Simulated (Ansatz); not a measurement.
Geometry optimisation, Ansatz 0.2.0, RKS B3LYP/def2-SVP.

input.yaml

```yaml
crystal:
  periodic: [false, false, false]
  atoms:
    - { symbol: B, position_ang: [0.0, 0.0, 0.0] }
    - { symbol: Cl, position_ang: [0.0, 0.0, 2.21] }
    - { symbol: H, position_ang: [1.0305, 0.0, -0.595] }
    - { symbol: O, position_ang: [-1.2211, 0.0, -0.705] }
    - { symbol: H, position_ang: [-1.7308, -0.8467, -0.4965] }
    - { symbol: P, position_ang: [-0.2764, 2.079, 0.6969] }
    - { symbol: H, position_ang: [-1.5961, 2.5082, 0.396] }
    - { symbol: H, position_ang: [-0.0678, 2.1402, 2.1001] }
    - { symbol: H, position_ang: [-0.1698, 1.2771, 1.8353] }
basis:
  gaussian: { orbitals: def2-SVP }
hamiltonian:
  xc: b3lyp
relax:
  f_tol: 0.15
  max_steps: 25
  restrain:
    - { distance: [0, 5], at: 1.91, k: 30.0 }
    - { distance: [8, 1], at: 1.37, k: 30.0 }
    - { distance: [0, 1], at: 3.06, k: 30.0 }
    - { distance: [8, 5], at: 2.62, k: 30.0 }
```

Launched with:

```bash
$ ansatz run input.yaml --threads 2 --pin off --max-ram 3072MiB --backend cpu --events-out ev --progress --plain --runs-dir out
```

Where does it end, and by what steps?

The run converged. The restraints hold the end off the free minimum. After 11 steps the energy has fallen by 5.767 eV (the restraints' own energy left out); H8 moved furthest, 1.14 Å. The start is strongly strained (largest force component 9 eV/Å), so its close contacts needn't be bonds. Parted: P6–H9 (1.40 → 2.62 Å).

| step | energy less start (eV) | largest force component (eV/Å) | accepted |
| --- | --- | --- | --- |
| 0 | 0.0000 | 8.925 | yes |
| 1 | -2.4872 | 4.150 | yes |
| 2 | -3.6209 | 2.936 | yes |
| 3 | -4.2921 | 2.920 | yes |
| 4 | -5.0875 | 1.471 | yes |
| 5 | -5.4348 | 2.388 | yes |
| 6 | -5.6303 | 1.135 | yes |
| 7 | -5.7148 | 1.039 | yes |
| 8 | -5.7565 | 0.976 | yes |
| 9 | -5.7592 | 1.019 | yes |
| 10 | -5.7507 | 1.200 | yes |
| 11 | -5.7672 | 0.889 | yes |

```xyz
9
Properties=species:S:1:pos:R:3
B -0.247 0.528 -0.190
Cl -0.254 -0.426 2.726
H 0.844 0.018 -0.269
O -1.374 -0.126 -0.546
H -1.220 -1.048 -0.792
P -0.371 2.413 0.150
H -1.561 2.478 0.931
H 0.557 2.526 1.225
H -0.405 0.794 2.208
```

Run time: 22 s on 2 threads of Intel(R) Xeon(R) Platinum 8488C (Sapphire Rapids), with other jobs on the host, peak memory 0.2 GiB.
